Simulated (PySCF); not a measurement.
Identify the unknown among the candidates.

All candidates are C5H5NO.

| technique | computed result |
| --- | --- |
| Dipole | 3.26 D [CAM-B3LYP/def2-SVPD] |
| Couplings | largest of the computed one-bond spin–spin couplings (means over like bonds): 13C–1H +209.5, 13C–1H +183.1, 13C–1H +181.1, 13C–1H +179.6, 13C–13C +74.1, 13C–13C +71.7, 13C–13C +68.8, 13C–13C +57.0 Hz [B3LYP/pcJ-1, spin–dipole term left out] |
| UV, strongest line | among the 8 lowest singlet transitions: S2 at 5.06 eV (245 nm, f = 0.393) [TDDFT CAM-B3LYP/def2-SVPD] |
| Polarisability | 69.5 au [CAM-B3LYP/def2-SVPD] |
| UV, first state | lowest singlet excitation: 4.72 eV (263 nm, f = 0.003) [TDDFT CAM-B3LYP/def2-SVPD] |
| Rotational structure | rotational constants A, B, C: 8.139, 2.066, 1.648 GHz [GFN2-xTB] |
| 13C NMR | chemical shifts (computed TMS as zero) by class: 160.5 (1 C), 158.0 (1 C), 149.0 (1 C), 118.9 (1 C), 116.7 (1 C) ppm [GIAO PBE0/pcSseg-1] |
| NMR, other nuclei | isotropic shieldings of nuclei other than C and H, by class: -69 (1 N), 31 (1 O) ppm [GIAO PBE0/pcSseg-1] |
| 1H NMR | chemical shifts (computed TMS as zero) by class: 10.90 (1 H), 8.37 (1 H), 7.54 (1 H), 7.22 (1 H), 6.81 (1 H) ppm [GIAO PBE0/pcSseg-1] |
| Triplet | lowest triplet excitation (Tamm–Dancoff): 3.11 eV [TDA CAM-B3LYP/def2-SVPD] |

Gas-phase values; electronic properties from PySCF, density fitting. Levels stand in brackets. Geometry: GFN2-xTB, one conformer, isolated molecule. NMR values are class means; diastereotopic atoms form classes of their own.

**Question.** Which candidate is it?
A. `Oc1ccccn1`
B. `Oc1ccncc1`
C. `[H]/N=C\c1ccco1`

**Answer.** C. It is `[H]/N=C\c1ccco1`. Numbering: `[H]/[N:1]=[CH:2]\[c:3]1[cH:4][cH:5][cH:6][o:7]1`. Its formula, C5H5NO, gives 4 degrees of unsaturation: 1 ring and 3 π bonds in the structure found (Kekulé form). 5 carbons fall into 5 classes; from least to most shielded: imine carbon [C2] (160.5 ppm), substituted aromatic carbon [C3] (158.0 ppm), aromatic CH next to a ring oxygen [C6] (149.0 ppm), aromatic CH carbon [C5] (118.9 ppm), aromatic CH carbon [C4] (116.7 ppm). Hydrogen classes from least to most shielded: 1 H on an imine nitrogen, N1 (10.90 ppm), 1 H on an imine carbon, C2 (8.37 ppm), 1 H on an aromatic CH next to a ring oxygen, C6 (7.54 ppm), 1 H on an aromatic CH carbon, C4 (7.22 ppm), 1 H on an aromatic CH carbon, C5 (6.81 ppm). The other shieldings belong to: -69 ppm, imine nitrogen [N1]; 31 ppm, furan-type oxygen [O7]. The couplings run between: +209.5 Hz, aromatic CH next to a ring oxygen [C6] and its hydrogen; +183.1 Hz, aromatic CH carbon [C5] and its hydrogen; +181.1 Hz, aromatic CH carbon [C4] and its hydrogen; +179.6 Hz, imine carbon [C2] and its hydrogen; +74.1 Hz, substituted aromatic carbon [C3] and aromatic CH carbon [C4]; +71.7 Hz, aromatic CH carbon [C5] and aromatic CH next to a ring oxygen [C6]; +68.8 Hz, imine carbon [C2] and substituted aromatic carbon [C3]; +57.0 Hz, aromatic CH carbon [C4] and aromatic CH carbon [C5]. S1 is mainly HOMO−1→LUMO (weight 0.93); the largest Löwdin shares of the orbital it empties are 0.63 on the imine nitrogen, 0.15 on the imine carbon, 0.09 on the N–H hydrogen and 0.06 on the substituted aromatic carbon, of the orbital it fills 0.22 on the imine nitrogen, 0.20 on the imine carbon, 0.13 on an aromatic CH carbon and 0.12 on the substituted aromatic carbon. The optimised geometry has point group Cs and is an asymmetric top.

The others, at the same levels:
- `Oc1ccccn1` fails: its computed lowest singlet excitation is 5.25 eV (236 nm, f = 0.077) (against 4.72 eV), lowest triplet excitation (Tamm–Dancoff) is 4.09 eV (against 3.11 eV) and strongest line among the 8 lowest singlet transitions is S7 at 7.40 eV (168 nm, f = 0.556) (against S2 at 5.06 eV).
- `Oc1ccncc1` fails: its computed lowest singlet excitation is 5.33 eV (232 nm, f = 0.000) (against 4.72 eV), lowest triplet excitation (Tamm–Dancoff) is 4.32 eV (against 3.11 eV) and strongest line among the 8 lowest singlet transitions is S7 at 7.18 eV (173 nm, f = 0.476) (against S2 at 5.06 eV).

Each candidate is one conformer, not necessarily the lowest. Dipoles, sizes and rotational constants follow the conformer. The torsions of the flexible species, by atom-mapped SMILES:
- `[H]/[N:1]=[CH:2]\[c:3]1[cH:4][cH:5][cH:6][o:7]1`: N1–C2–C3–C4 0°
- `[OH:1][c:2]1[cH:3][cH:4][cH:5][cH:6][n:7]1`: H–O1–C2–C3 180°
- `[OH:1][c:2]1[cH:3][cH:4][n:5][cH:6][cH:7]1`: H–O1–C2–C3 180°
